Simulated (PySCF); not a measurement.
Gas-phase equilibrium of 1 mol SnCl4, 1.6 mol H2 at 600 K and 1.01 bar, among 14 species (SnCl4, HCl, SnH2, SnHCl3, SnCl3, H, H2, SnH4, SnCl2, SnH2Cl2, Cl, Cl2, SnH3Cl, SnHCl). Only gases are allowed; each row takes one source of thermochemistry for all species, and Cantera finds the minimum.

Energies from PySCF, thermal terms from the rigid-rotor harmonic-oscillator model, ideal gas at 1 bar. † marks an energy on the PBE0/def2-TZVP geometry and frequencies. The species in the table below are closed-shell singlets. B3LYP is the form with VWN-RPA correlation. Sn: scalar-relativistic def2 core potential, no spin-orbit coupling. SnHCl3: computed as isolated molecules; such fragments, hydroxides, amides, oligomers or adducts are transient or little studied in the gas. The harmonic model lacks anharmonicity and excited electronic states, which grow with temperature; levels with a mode under 35 cm⁻¹ are left out. Soft modes under 120 cm⁻¹ make the harmonic entropy rough for SnCl4, SnHCl3, SnCl2.

Molecules larger than those listed are left out.

Mole fractions:

```json
[
 {"thermochemistry": "B3LYP/def2-TZVP†", "x HCl": "0.56", "x H2": "0.17", "x SnCl4": "9.3e-5", "x SnCl2": "0.28", "x SnHCl3": "2.4e-8"},
 {"thermochemistry": "M06-2X/def2-TZVP†", "x HCl": "0.14", "x H2": "0.51", "x SnCl4": "0.29", "x SnCl2": "0.068", "x SnHCl3": "1.7e-5"},
 {"thermochemistry": "PBE/def2-TZVP†", "x HCl": "0.55", "x H2": "0.17", "x SnCl4": "0.0011", "x SnCl2": "0.28", "x SnHCl3": "1.5e-7"},
 {"thermochemistry": "ωB97X-V/def2-TZVP†", "x HCl": "0.31", "x H2": "0.37", "x SnCl4": "0.17", "x SnCl2": "0.15", "x SnHCl3": "6.9e-5"}
]
```
The most sensitive of these is SnCl4: it spans a factor of 10^3.5 over these rows; at this temperature one factor of ten is RT ln 10 = 11 kJ/mol.
